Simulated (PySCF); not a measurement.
Positional isomers: butadiene chloro+silyl. Gas-phase values, no solvent. One relaxed conformer stands for each flexible species; it need not be the lowest. Strings in code marks are SMILES.

Level of theory: TPSSh-D3(BJ)/def2-TZVP // CAM-B3LYP-D3(BJ)/def2-TZVP run with PySCF. All candidates: neutral, multiplicity 1. Delta-SCF ions had no search for a lower state. Excitations are Tamm–Dancoff values on a coarser integration grid. The basis has no diffuse functions, so Rydberg states are missing or too high.

```json
{
 "vertical ionisation energy (Delta-SCF)": "8.63 eV",
 "brightest of the four lowest singlets (TDA)": "5.57 eV",
 "HOMO–LUMO gap": "4.66 eV"
}
```

Which member has these values?
A) `C=C/C=C(\[SiH3])Cl` (C–C–C–C torsion 180°)
B) `C=C/C(Cl)=C\[SiH3]` (C–C–C–Cl torsion 0°)
C) `C=C([SiH3])/C=C/Cl` (Si–C–C–C torsion 0°)
D) `C=C(Cl)/C=C\[SiH3]` (Cl–C–C–C torsion 0°)

C, `C=C([SiH3])/C=C/Cl` (Si–C–C–C torsion 0°). The others give `C=C(Cl)/C=C\[SiH3]` (Cl–C–C–C torsion 0°): 8.80 eV, 5.36 eV, 4.55 eV; `C=C/C=C(\[SiH3])Cl` (C–C–C–C torsion 180°): 8.54 eV, 5.49 eV, 4.48 eV; `C=C/C(Cl)=C\[SiH3]` (C–C–C–Cl torsion 0°): 8.84 eV, 5.32 eV, 4.55 eV
